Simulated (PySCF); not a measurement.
# Electron correlation in Fe (iron, neutral)

[Ar] 3d6 4s1 4p1, one real determinant (an excited configuration). All numbers are calculated (PySCF 2.14, no relativity, point nucleus, in def2-TZVPPD). Frozen: [Ne]; 16 electrons correlated.

```csv
level,correlation energy (mhartree)
CCSD,-472.31
(T),-10.27
CCSD(T),-482.58
```

Diagnostics: T1 = 0.012, D1 = 0.0430, largest double amplitude 0.034.

Question: Is a single reference adequate?

Answer: Yes: T1 lies below 0.03 and no double amplitude reaches 0.07.

The reference is one real determinant that mixes LS terms of this configuration.

This basis was not built for core-valence correlation, so the inner-shell part is incomplete.
